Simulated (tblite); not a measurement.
Question: Give a GFN2-xTB geometry of `CC#CC([SiH3])([SiH3])C(F)(F)F`.

Answer: 
```xyz
19
C5H9F3Si2 angstrom
C      3.1625   -0.0418   -1.1398
C      1.8145   -0.0283   -0.6159
C      0.6912   -0.0083   -0.1945
C     -0.6473   -0.0095    0.3533
Si    -1.1760    1.8052    0.7052
Si    -1.8088   -0.9618   -0.8469
C     -0.6222   -0.7452    1.6548
F     -1.8394   -0.7937    2.2403
F      0.1941   -0.1957    2.5770
F     -0.2281   -2.0306    1.5485
H      3.4427    0.9552   -1.4795
H      3.2334   -0.7344   -1.9785
H      3.8555   -0.3582   -0.3605
H     -2.5237    1.7823    1.2696
H     -1.1418    2.4811   -0.5899
H     -0.2134    2.3974    1.6301
H     -3.1512   -0.9662   -0.2695
H     -1.7620   -0.2218   -2.1062
H     -1.2898   -2.3164   -1.0168
```

Orientation and origin are arbitrary. Atoms count from 1 in this order. All 3 C–F bonds measure 1.349 to 1.352 Å. Of the pairs four or more bonds apart, F9···H16 is among the closest relative to their van der Waals radii: 2.79 Å, 105 % of the sum of Bondi's values. Si5 (SiH3 silicon) is distorted tetrahedral (angles from 105.5° to 111.8°). The 4 C–C bonds span 1.200 Å (C2≡C3, drawn triple) to 1.495 Å (C4–C7, drawn single), a spread of 0.295 Å.

Bonds between heavy atoms (Å): C1–C2 1.446, C2≡C3 1.200, C3–C4 1.446, C4–Si5 1.923, C4–Si6 1.923, C4–C7 1.495, C7–F8 1.352, C7–F9 1.349, C7–F10 1.349.

Structure optimised with GFN2-xTB, isolated species.

Its GFN2-xTB frequencies are all real (lowest 24 cm⁻¹).

Time: 0.51 s. Hardware: an Arm Neoverse V1 with one thread, shared host. This is the geometry optimisation.

These are computed values.
